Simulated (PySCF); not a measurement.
C2H7OSi, SMILES [SiH](C)([O])C, multiplicity 2.

The structure is a stationary point at PBE-D3(BJ)/def2-SVP. The isomer is the one that the SMILES or the coordinates give; other isomers of the formula were not compared.

These are PBE-D3(BJ)/def2-SVP run with PySCF values and carry that method's errors.

Frequencies are harmonic and unscaled.

Computed normal modes with their intensities:
```
mode  ν (cm⁻¹)  IR (km/mol)  moving atoms (share of kinetic energy)
----  --------  -----------  --------------------------------------
1          131          0.0                                  H 98 %
2          149          0.2                                  H 95 %
3          186          0.3          C 43 %, H 35 %, Si 13 %, O 9 %
4          198          7.1         O 49 %, C 23 %, Si 14 %, H 14 %
5          246          5.1         Si 36 %, O 25 %, H 24 %, C 15 %
6          579          9.7                                  H 87 %
7          600          1.1                 C 54 %, H 32 %, Si 12 %
8          627          3.4                 H 66 %, C 16 %, Si 12 %
9          666          1.5                          H 78 %, C 19 %
10         678         15.4                 C 36 %, H 30 %, Si 27 %
11         793         28.4                          H 70 %, C 21 %
12         811         16.0                 H 73 %, C 13 %, Si 10 %
13         820         25.3                 H 42 %, O 37 %, Si 14 %
14         898        109.3                 H 61 %, Si 21 %, C 10 %
15        1157         16.0                          H 79 %, C 18 %
16        1194          1.5                          H 80 %, C 20 %
17        1349          2.0                                  H 95 %
18        1373          5.3                                  H 96 %
19        1375          1.6                                  H 95 %
20        1388          8.2                                  H 96 %
21        2117        111.2                                  H 97 %
22        2974          2.9                                  H 97 %
23        2979          1.3                                  H 97 %
24        3074          2.6                           H 91 %, C 9 %
25        3087          1.7                           H 91 %, C 9 %
26        3093          3.1                           H 91 %, C 9 %
27        3120          0.5                          H 90 %, C 10 %
```
